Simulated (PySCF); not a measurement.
Computed shifts of a molecule CH5F2NOSi, PBE/pcSseg-1 in PySCF, GIAO, gas phase, atoms alike by connectivity averaged where their shifts nearly agree, in ppm (number of nuclei): ¹⁵N: 31.3 (1). ²⁹Si: -28.6 (1). ¹⁹F: -166.5 (1), -328.3 (1). ¹³C: 80.8 (1). ¹H: 4.82 (1), 4.73 (1), 1.91 (1), 1.70 (1), 1.25 (1). References: ¹⁵N against NH3 (σ = 267.0 ppm); ²⁹Si against TMS (σ = 335.4 ppm); ¹⁷O against H2O (σ = 334.3 ppm); ¹⁹F against CFCl3 (σ = 133.6 ppm); ¹³C against TMS (σ = 182.0 ppm); ¹H against TMS (σ = 31.49 ppm), references at their B3LYP-D3(BJ)/def2-TZVP geometries, non-relativistic. The structure is a stationary point at B3LYP-D3(BJ)/def2-SVP. The values are those of a single conformer.

Pick the molecule that these values belong to.
(A) N[Si@](O)(F)CF
(B) CO[Si](N)(F)F
(C) CN[Si](O)(F)F
(D) NC[Si](O)(F)F

A, N[Si@](O)(F)CF
